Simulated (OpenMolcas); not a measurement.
Ni2+, Pd2+, Pt2+: d8 down the group

| Quantity | Value |
| --- | --- |
| Program | OpenMolcas |
| Method | SS-CASPT2, IPEA 0.25 Eh, imaginary shift 0.1 Eh |
| Basis | ANO-R2 |
| Scalar Hamiltonian | X2C, finite nucleus |
| Spin-orbit coupling | state interaction with AMFI integrals over the reference wave functions, term energies averaged over their components |

Active space for each ion: 8 electrons in 10 orbitals (d d); closed shells correlated by CASPT2: Ni2+ 3s 3p; Pd2+ 4s 4p; Pt2+ 5s 5p.

Computed levels in cm-1 above 3F4:

```json
{"Level": "3F3", "Ni2+": "1351", "Pd2+": "3140", "Pt2+": "9990"}
{"Level": "3P2", "Ni2+": "16850", "Pd2+": "10400", "Pt2+": "15580"}
{"Level": "3P1", "Ni2+": "17160", "Pd2+": "13860", "Pt2+": "19110"}
{"Level": "3P0", "Ni2+": "17420", "Pd2+": "14090", "Pt2+": "16500"}
{"Level": "1G4", "Ni2+": "23570", "Pd2+": "18390", "Pt2+": "22870"}
{"Level": "1S0", "Ni2+": "53140", "Pd2+": "42270", "Pt2+": "48900"}
{"Level": "weight of 3F in the lowest level (%)", "Ni2+": "100", "Pd2+": "99", "Pt2+": "96"}
```

Mixed levels, with the weight of the term that names them: Pd2+ 3P2 (52 %), Pt2+ 3P2 (51 %).

Measured, with the error of the calculation in %. Measured levels: Ni2+ from Corliss and Sugar, J. Phys. Chem. Ref. Data 10, 197 (1981); Pd2+ from Moore, Atomic Energy Levels, vol. III, NSRDS-NBS 35 (1971 reprint of NBS Circular 467, 1958); Pt2+ from NIST levels as listed in McCann et al., Mon. Not. R. Astron. Soc. 538, 537 (2025).

```json
{"Level": "3F3", "Ni2+": "1361 (-0.7)", "Pd2+": "3230 (-2.8)", "Pt2+": "9752 (+2.5)"}
{"Level": "3P2", "Ni2+": "16662 (+1.2)", "Pd2+": "", "Pt2+": ""}
{"Level": "3P1", "Ni2+": "16978 (+1.1)", "Pd2+": "13470 (+2.9)", "Pt2+": "16782 (+13.9)"}
{"Level": "3P0", "Ni2+": "17231 (+1.1)", "Pd2+": "13699 (+2.9)", "Pt2+": "14939 (+10.4)"}
{"Level": "1G4", "Ni2+": "23109 (+2.0)", "Pd2+": "17880 (+2.9)", "Pt2+": "21331 (+7.2)"}
{"Level": "1S0", "Ni2+": "52532 (+1.2)", "Pd2+": "", "Pt2+": ""}
```

The fine-structure level 3F3 changes by a factor of 7.39 from Ni2+ to Pt2+.

Without spin-orbit coupling 3P lies 15800, 10710, 9070 cm-1 above 3F in that order; the difference to the level 3P2, of either sign, comes from spin-orbit coupling, which also lowers the zero.

CASPT2 breaks the degeneracy within a term, and the mean is taken; among the terms shown or strongly mixed into the levels shown the widest spread is 710 cm-1 (4d8 1G, Pd2+). Active for correlation alone: 4d; no level in the range computed is led by a configuration that fills it, so any true level of that kind is missing (holds for Ni2+). Active for correlation alone: 5d; no level in the range computed is led by a configuration that fills it, so any true level of that kind is missing (holds for Pd2+). Active for correlation alone: 6d; no level in the range computed is led by a configuration that fills it, so any true level of that kind is missing (holds for Pt2+). Computed and measured levels are paired by configuration, term and J; levels that our copy of the source lacks, or whose pairing is in doubt (as where it misses far off the trend of its configuration), stay unpaired and out of the deviations. Levels of configurations outside the active space are missing.
